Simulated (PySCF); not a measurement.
Calculation: B3LYP-D3(BJ)/def2-TZVP // M06-2X/def2-TZVP (PySCF 2.14.0). All species are isolated molecules in the gas phase. One relaxed conformer stands for a flexible species; it need not be the lowest. B3LYP has the VWN-RPA correlation part, as in Gaussian. Delta-SCF ions had no search for a lower state. Excitations are Tamm–Dancoff values on a coarser integration grid. The basis has no diffuse functions, so Rydberg states are missing or too high.

Reference species (SMILES): `BC#CC` (neutral, multiplicity 1).

The T1 excitation (TDA) is 3.40 eV, the HOMO is -7.27 eV and the vertical ionisation energy (Delta-SCF) is 9.69 eV.

Changed species: `BC(=O)OC` (X = methoxycarbonyl; the reference has X = propynyl).

Give the shifts of the T1 excitation (TDA), HOMO and vertical ionisation energy (Delta-SCF).

the T1 excitation (TDA) goes up by 0.42 eV, to 3.82 eV; the HOMO decreases by 0.52 eV, to -7.79 eV; the vertical ionisation energy (Delta-SCF) rises by 0.64 eV, to 10.33 eV.
